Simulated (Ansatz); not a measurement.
Cost and result for the atomization energy of CH$_{4}$Al$_{2}$O$_{2}$, SMILES `O[CH]1[AlH][Al]1[OH]` (9 atoms, 9 bonds).

Z-matrix (Å, degrees):
```
C
Al 1 1.975
Al 1 1.963 2 76.7
O 1 1.382 2 134.0 3 -161.9
H 1 1.169 2 82.5 3 83.0
H 2 1.595 1 138.0 3 164.0
O 3 1.697 1 135.1 2 -166.0
H 4 0.961 1 109.1 2 169.0
H 7 0.956 3 125.2 1 -176.8
```

The species carries charge 0 and has multiplicity 1. Geometry: relaxed with PBE0-D4/def2-TZVP. It is one conformer, not always the lowest. Program: Ansatz. All runs use 2 threads of an Arm Neoverse V2 on a shared host. Times are those of one run each, without the atoms' runs, and a repeat can differ threefold. Electronic energies, without spin–orbit coupling; frozen cores. CCSD(T)/CBS adds CCSD(T) − MP2 in def2-TZVPP to the MP2 limit, and its time is that of the two runs behind it. T1 = 0.016. B3LYP takes the VWN-RPA correlation (the form of Gaussian; ORCA's B3LYP/G).

CCSD(T)/CBS is a level of theory with its own doubt, some kJ/mol a heavy atom from the limit and from the frozen cores, so smaller differences don't rank the functionals.

| level | functions | wall time |
| --- | --- | --- |
| revPBE-D4/def2-TZVPP | 233 | 2.8 s |
| BLYP-D4/def2-TZVPP | 233 | 2.8 s |
| PBE0-D4/def2-TZVPP | 233 | 4 s |
| CCSD(T)/def2-SVP | 98 | 4.1 s |
| B3LYP-D4/def2-TZVPP (with forces) | 233 | 6 s |
| r2SCANh-D4/def2-TZVPP | 233 | 7.5 s |
| B2PLYP/def2-TZVPP | 233 | 7.5 s |
| PBE-QIDH/def2-TZVPP | 233 | 7.5 s |
| B97M-V/def2-TZVPP | 233 | 13 s |
| ωB97M-V/def2-TZVPP (with forces) | 233 | 17 s |
| MP2/def2-QZVPP | 431 | 25 s |
| CCSD(T)/def2-TZVPP | 233 | 2.1 min |
| CCSD(T)/CBS(def2) | – | 2.5 min |

(1) What atomization energy does each give, and how far from CCSD(T)/CBS? (An estimate is asked.)

## Answers

(1) Computed: 
```tsv
level	atomization (kJ/mol)	difference from CCSD(T)/CBS	per bond
revPBE-D4/def2-TZVPP	2953.6	-30.8	-3.4
BLYP-D4/def2-TZVPP	2961.7	-22.7	-2.5
PBE0-D4/def2-TZVPP	2959.7	-24.7	-2.7
CCSD(T)/def2-SVP	2749.3	-235.1	-26.1
B3LYP-D4/def2-TZVPP (with forces)	2943.9	-40.5	-4.5
r2SCANh-D4/def2-TZVPP	2965.9	-18.5	-2.1
B2PLYP/def2-TZVPP	2923.9	-60.5	-6.7
PBE-QIDH/def2-TZVPP	2937.4	-47.0	-5.2
B97M-V/def2-TZVPP	3003.0	18.6	2.1
ωB97M-V/def2-TZVPP (with forces)	2975.1	-9.3	-1.0
MP2/def2-QZVPP	3032.9	48.5	5.4
CCSD(T)/def2-TZVPP	2883.5	-100.9	-11.2
CCSD(T)/CBS(def2)	2984.4	0.0	0.0
```

From BLYP to BHLYP (50 % exact exchange), in def2-TZVPP and without D4, the atomization energy moves by −135.4 kJ/mol: exact exchange takes away binding that semilocal exchange gives to molecules. At CCSD(T), def2-SVP lies −235.1 kJ/mol from the extrapolated value and def2-TZVPP −100.9 kJ/mol: correlation converges slowly with the basis, and small sets miss more of it in the bonded molecule than in its fragments. In def2-TZVPP, CCSD(T) changes the Hartree–Fock value by +907.7 kJ/mol (the triples alone add +66.2 kJ/mol) and MP2 by +997.0 kJ/mol; breaking electron pairs costs correlation energy, which Hartree–Fock lacks.
